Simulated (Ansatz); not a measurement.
Ta2Si was relaxed with PBE-D4 (def2-TZVP) in Ansatz in these states: neutral quintet, neutral triplet. The geometries follow in no particular order.

In the def2 sets Ta takes a core potential; there is no spin–orbit coupling.

A:

Cartesian coordinates in Å:
```
Ta 0.833 -0.263 -1.119
Ta -0.577 -1.058 0.750
Si -0.256 1.321 0.369
```

B:

```xyz
3

Ta    0.266    0.593   -1.197
Ta    0.522   -1.242    0.199
Si   -0.788    0.650    0.998
```

Q: Judge from the bond lengths which geometry belongs to which state (an estimate).

A: A is the neutral quintet (Ta1–Ta2 2.473 Å, Ta2–Si3 2.431 Å, Ta1–Si3 2.431 Å); B is the neutral triplet (Ta1–Ta2 2.320 Å, Ta2–Si3 2.436 Å, Ta1–Si3 2.436 Å).

At PBE0-D4/def2-TZVP a broken-symmetry singlet lies 0.24 eV below the neutral quintet. At PBE0-D4/def2-TZVP a broken-symmetry singlet lies 0.15 eV below the neutral triplet. These are the stationary points nearest to one start from a short search; other shapes may lie lower in each state.
